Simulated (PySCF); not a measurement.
**From computed data to an observable: chemical shift, span and skew from a shielding tensor**

CH7ClOSi2, SMILES [SiH2](C)[Si@H](Cl)O. Atoms are numbered in the order given.

```xyz
12

C      1.6228     0.3011    -2.4307
Si     0.4204    -0.7079    -1.3897
Si     0.1840     0.2601     0.7063
O     -0.1839     1.8605     0.4337
Cl    -1.3743    -0.6872     1.7072
H      1.6941    -0.0946    -3.4558
H      1.2821     1.3470    -2.4830
H      2.6311     0.2910    -1.9876
H      0.8959    -2.1138    -1.2154
H     -0.9348    -0.7442    -2.0151
H      1.3617     0.1436     1.6141
H     -0.2939     2.4320     1.2017
```
Charge 0, spin multiplicity 1.

Coordinates come from a ωB97X-D3(BJ)/def2-SVP optimisation. The structure was generated by enumeration; whether it is a known compound was not checked. Other conformers were not sampled.

GIAO shieldings from KT2/pcSseg-1 run with PySCF, non-relativistic, no solvent. The symmetric part of the tensor of Si2 has the principal values 405.0, 411.7, 478.0 ppm. The same nucleus in TMS has σ = 361.9 ppm at this level (PySCF, at its B3LYP-D3(BJ)/def2-TZVP geometry). Without spin–orbit terms, shifts of atoms bonded to Cl or Br come out too high.

Question: Work out the isotropic shielding, the ²⁹Si shift against TMS, the span and the skew.

Answer: 
σ(iso) = (σ11 + σ22 + σ33)/3 = 431.6 ppm. δ = σ(ref) − σ(iso) = 361.9 − (431.6) = -69.7 ppm.
Span Ω = σ33 − σ11 = 73.0 ppm. Skew κ = 3(σ(iso) − σ22)/Ω = 0.82. Tumbling in solution averages the tensor to δ; in a static solid the shielding alone would spread this spin-1/2 line over Ω.
